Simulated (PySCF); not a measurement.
Spin-orbit coupling and the first ionisation energy along the 3d series

Two-component X2C-1e calculated with PySCF 2.14: MP2 on generalised Hartree-Fock spinors (GMP2), with spin-orbit coupling off and on (screened by Boettger's factors); no Breit or QED terms. Values in eV; the references (NIST) lie between the lowest levels. Elements whose determinants are no pure J levels are left out.

```tsv
element	configurations	spin-free	with spin-orbit	shift	reference
Cr (x2c-SVPall-2c, [Ne] frozen)	[Ar] 3d5 4s1 → [Ar] 3d5	6.510	6.510	0.000	6.767
Mn (x2c-SVPall-2c, [Ne] frozen)	[Ar] 3d5 4s2 → [Ar] 3d5 4s1	6.859	6.860	0.000	7.434
Fe (x2c-SVPall-2c, [Ne] frozen)	[Ar] 3d6 4s2 → [Ar] 3d6 4s1	7.306	7.304	-0.001	7.902
Co (x2c-SVPall-2c, [Ne] frozen)	[Ar] 3d7 4s2 → [Ar] 3d8	7.121	7.132	0.011	7.881
Ni (x2c-SVPall-2c, [Ne] frozen)	[Ar] 3d8 4s2 → [Ar] 3d9	6.592	6.641	0.049	7.640
Cu (x2c-SVPall-2c, [Ne] frozen)	[Ar] 3d10 4s1 → [Ar] 3d10	7.208	7.209	0.001	7.726
Zn (x2c-SVPall-2c, [Ne] frozen)	[Ar] 3d10 4s2 → [Ar] 3d10 4s1	8.782	8.783	0.000	9.394
```

What remains against the references is mostly the basis and correlation beyond MP2.
